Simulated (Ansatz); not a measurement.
Sn₂F₄, relaxed as a singlet with RKS PBE0-D4/def2-SVP in Ansatz, starting from the GFN2-xTB geometry. Force threshold 0.02 eV/Å.

In the def2 sets Sn takes a core potential; there is no spin–orbit coupling. The structure comes from a short search, and lower isomers may exist.

Start:

```tsv
atom	x (Å)	y (Å)	z (Å)
Sn1	0.178	-0.871	-1.652
Sn2	-0.160	0.931	1.746
F3	-1.103	0.746	-0.426
F4	1.006	-0.809	0.595
F5	1.116	2.554	1.513
F6	-1.037	-2.552	-1.776
```

Question: Estimate the energy that the relaxation releases and the steps that it takes.

Answer: 32.4 kcal/mol, in 7 steps; 4.3 s on 4 threads of AMD EPYC 9R45 on a shared host. No frequencies were taken in this run, so the end may be a saddle point.

Question: Does the start keep its bonding?

Answer: By distances, no bond broke or formed. The bond that changes most is Sn1–F3, from 2.40 to 2.15 Å (atoms count from 1).

Question: Predict the relaxed structure.

Answer: 
Cartesian coordinates in Å:
```
Sn 0.3277 -0.5677 -1.5307
Sn -0.2963 0.6702 1.6209
F -1.0203 0.6686 -0.3980
F 0.8987 -0.7425 0.5362
F 0.9812 2.0492 1.0798
F -0.8909 -2.0778 -1.3082
```
Bond lengths (bridged metal pairs left out): 6 × F–Sn 1.95 to 2.15 Å.
